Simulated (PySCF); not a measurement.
NMR data sheet: C₇H₁₁FO

```yaml
Formula: C7H11FO
SMILES: C/C=C(\C(=O)F)C(C)C
InChI: InChI=1S/C7H11FO/c1-4-6(5(2)3)7(8)9/h4-5H,1-3H3/b6-4-
Point_group_of_the_computed_structure: C1
Degrees_of_unsaturation: 2
Carbon_signals: 6
Proton_signals: 4
```

Bonds (- single, = double, # triple, : aromatic): C1-C2, C2=C3, C3-C4, C4=O5, C4-F6, C3-C7, C7-C8, C7-C9. C1 carries H10, H11, H12; C2 carries H13; C7 carries H14; C8 carries H15, H16, H17; C9 carries H18, H19, H20. Stereochemistry as in C/C=C(\C(=O)F)C(C)C.

Computed data (PySCF 2.14.0 with density-fitted response routines): geometry from PBE0-D3(BJ)/def2-SVP, shielding tensors at PBE0/pcSseg-1 (GIAO). Fast rotation and ring inversion assumed for equivalent nuclei, non-relativistic Hamiltonian, single conformer, no solvent.

δ = σ(ref) − σ, references computed at the same level: ¹H and ¹³C vs TMS; CFCl3 for ¹⁹F; ¹⁷O vs H2O.

| carbon | δC, type | δH (multiplicity) | HMBC from (2–3 bonds) | span of the C tensor (ppm) |
| --- | --- | --- | --- | --- |
| C1 | 20.0, CH3 | 2.34 (d) | H13 | 30 |
| C2 | 158.0, CH | 6.70 (m) | H14, H10/H11/H12 | 256 |
| C3 | 141.4, C | – | H13, H14, H10/H11/H12, H15/H16/H17/H18/H19/H20 | 195 |
| C4 | 162.9, C | – | H13, H14 | 193 |
| C7 | 32.0, CH | 2.54 (sept) | H13, H15/H16/H17/H18/H19/H20 | 15 |
| C8/C9 | 23.4, CH3 | 1.05 (d) | H14, H15/H16/H17/H18/H19/H20 | 36 |

Other nuclei:
```csv
atoms,nucleus,environment,δ (ppm),σ (ppm)
F6,¹⁹F,fluorine bonded to C,32.0,145.3
O5,¹⁷O,carbonyl oxygen,447.5,-112.9
```

Carbon types of the structure: 2 × C, 2 × CH, 3 × CH3, which accounts for all hydrogens. δC 162.9: carbonyl carbon. δC 158.0: β carbon of a C=C–C=O unit; conjugation with the carbonyl draws π density from the β position. δC 141.4: α carbon of a C=C–C=O unit; an sp2 carbon of a C=C bond. δH 6.70: hydrogen on a β carbon of a C=C–C=O unit; olefinic region. δH 2.54: hydrogen on an allylic sp3 CH; allylic position.

Splittings by ¹⁹F in the carbon and heteronuclear signals aren't shown, as no couplings were computed. Shifts are as computed. Against solution values, carbons near 30 ppm lie about +2 ppm off and those near 130 ppm about +5 ppm. Of 1313 compounds with measured shifts, 239 miss one by over three times the rms of a fit or turn the order of signals round; such compounds aren't used in these exercises. Unscaled 19F shifts against computed CFCl3 carry errors that often reach 10 to 50 ppm. Unscaled 17O shifts of doubly bonded oxygen tend to come out too high, by tens of ppm or more. Experimental scales use liquid or dissolved standards, which lie at an offset from isolated H2O (liquid H2O: subtract about 36 ppm). No couplings were computed; multiplicities are counted from neighbouring protons, with m where these are inequivalent, close in shift, in a saturated or five-membered ring or joined by F or P, and br s for small geminal =CH2 splittings.
